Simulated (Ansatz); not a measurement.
Consider the substitution at a C–Si bond: `C[SiH2][SiH](C)Cl` + `[F][Ga]([F])[SH]` → `C[S][Ga]([F])[F]` + `C[SiH2][SiH2]Cl`.

Gas-phase electronic energies from Ansatz, PBE0-D4/def2-TZVP geometries. CBS: MP2 limit from def2 TZ/QZ plus the TZ coupled-cluster correction, frozen cores. This one scheme is used for every species. DFT in def2-TZVPP. B3LYP here is the variant with VWN-RPA as its local correlation; programs differ in this. For Ga outer-core shells are correlated without core-valence functions, which leaves a few kJ/mol of doubt a bond. Scalar relativity is left out up to krypton. One conformer a species, not always the lowest.

Is it downhill or uphill in electronic energy at CCSD(T)/CBS, and by how much? (An estimate is asked.)

Computed: Uphill: ΔE = +62.9 kJ/mol.

What do these levels give: PBE-D4, r2SCAN-D4, B3LYP-D4, ωB97X-V, B2PLYP, PBE, B3LYP, HF/def2-TZVPP, MP2/def2-TZVPP, HF/def2-QZVPP, MP2/CBS(def2), CCSD/CBS(def2)? (An estimate is asked.)

Computed: PBE-D4 60.7, r2SCAN-D4 64.8, B3LYP-D4 60.7, ωB97X-V 62.4, B2PLYP 62.0, PBE 59.7, B3LYP 59.2, HF/def2-TZVPP 59.5, MP2/def2-TZVPP 67.0, HF/def2-QZVPP 59.4, MP2/CBS(def2) 64.7, CCSD/CBS(def2) 63.1 kJ/mol.

Largest T1 diagnostic among the species: 0.014.

In def2-TZVPP, CCSD(T) changes the Hartree–Fock value by +5.7 kJ/mol (the triples alone add −0.1 kJ/mol) and MP2 by +7.5 kJ/mol.
